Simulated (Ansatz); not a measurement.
Cost and result for the atomization energy of CH₉NO₂Si₂ (`CO[Si](N)(O)[SiH3]`) (15 atoms, 14 bonds).

Cartesian coordinates in Å:
```
C 0.584 -2.127 0.201
O 0.343 -0.966 0.961
Si -0.427 0.365 0.390
N -0.282 1.457 1.696
O -2.015 0.124 0.040
Si 0.475 1.048 -1.664
H 1.140 -2.831 0.822
H 1.180 -1.911 -0.693
H -0.352 -2.602 -0.113
H 0.521 1.403 2.300
H -0.642 2.394 1.632
H -2.594 -0.012 0.795
H -0.080 2.376 -2.050
H 1.955 1.190 -1.549
H 0.194 0.092 -2.770
```

The species carries charge 0 and has multiplicity 1. Geometry: relaxed with PBE0-D4/def2-TZVP. It is one conformer, not always the lowest. Program: Ansatz. All runs use 2 threads of an AMD EPYC 7R13 on a shared host and a share of an NVIDIA H100 80 GB. Times are those of one run each, without the atoms' runs, and a repeat can differ threefold. Electronic energies, without spin–orbit coupling; frozen cores. CCSD(T)/CBS adds CCSD(T) − MP2 in def2-TZVPP to the MP2 limit, and its time is that of the two runs behind it. T1 = 0.012. B3LYP takes the VWN-RPA correlation (the form of Gaussian; ORCA's B3LYP/G).

CCSD(T)/CBS is a level of theory with its own doubt, some kJ/mol a heavy atom from the limit and from the frozen cores, so smaller differences don't rank the functionals.

| level | functions | wall time | atomization (kcal/mol) | difference from CCSD(T)/CBS | per bond |
| --- | --- | --- | --- | --- | --- |
| r2SCAN-D4/def2-TZVPP (with forces) | 334 | 6.5 s | 1295.9 | -5.4 | -0.4 |
| PBE-D4/def2-TZVPP (with forces) | 334 | 7 s | 1309.4 | 8.1 | 0.6 |
| PBE0-D4/def2-TZVPP | 334 | 8 s | 1287.3 | -14.0 | -1.0 |
| MP2/def2-QZVPP | 638 | 9 s | 1301.6 | 0.3 | 0.0 |
| B3LYP-D4/def2-TZVPP (with forces) | 334 | 9.5 s | 1297.1 | -4.2 | -0.3 |
| B2PLYP/def2-TZVPP | 334 | 11 s | 1281.4 | -19.9 | -1.4 |
| ωB97X-V/def2-TZVPP | 334 | 13 s | 1303.8 | 2.5 | 0.2 |
| ωB97M-V/def2-TZVPP (with forces) | 334 | 18 s | 1301.0 | -0.3 | 0.0 |
| CCSD(T)/def2-TZVPP | 334 | 18 s | 1262.6 | -38.7 | -2.8 |
| CCSD(T)/CBS(def2) | – | 27 s | 1301.3 | 0.0 | 0.0 |

From PBE to PBE0 (25 % exact exchange), in def2-TZVPP and without D4, the atomization energy moves by −20.8 kcal/mol: exact exchange takes away binding that semilocal exchange gives to molecules. The D4 term adds +13.3 kcal/mol with B3LYP and +7.2 kcal/mol with PBE0; it sums over pairs of atoms, weighted by their polarisabilities, and B3LYP, whose exchange is more repulsive, gets the larger term. In def2-TZVPP, CCSD(T) changes the Hartree–Fock value by +332.6 kcal/mol (the triples alone add +17.4 kcal/mol) and MP2 by +348.4 kcal/mol; breaking electron pairs costs correlation energy, which Hartree–Fock lacks.
